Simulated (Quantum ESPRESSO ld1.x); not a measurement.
Question: Valence configurations of Ti (all share [Ar]). Method: non-relativistic Kohn-Sham, LDA (Slater exchange, VWN5 correlation), spin-polarised, spherical densities, point nucleus; open shells are filled with parallel spins first; computed with ld1.x of Quantum ESPRESSO 7.5. Order these by energy: 3d1.5 4s0.5 4p2; 3d2 4s1.5 4p0.5; 3d2 4p2; 3d2 4s1 4p1; 3d2.5 4s1.5; 3d1 4s2 4p1; 3d2 4s2; 3d3 4s1.

Answer: From the lowest, in eV above it: 3d3 4s1 0.000; 3d2.5 4s1.5 0.033; 3d2 4s2 0.311; 3d2 4s1.5 4p0.5 1.494; 3d2 4s1 4p1 2.420; 3d1 4s2 4p1 5.644; 3d2 4p2 5.762; 3d1.5 4s0.5 4p2 6.577. NIST lists [Ar] 3d2 4s2 as the ground configuration; this level of theory puts 3d3 4s1 lower, by 0.311 eV. The energies are those of spherical high-spin densities, not of single terms. No valid solution was reached for [Ar] 3d3.5 4s0.5; [Ar] 3d4.
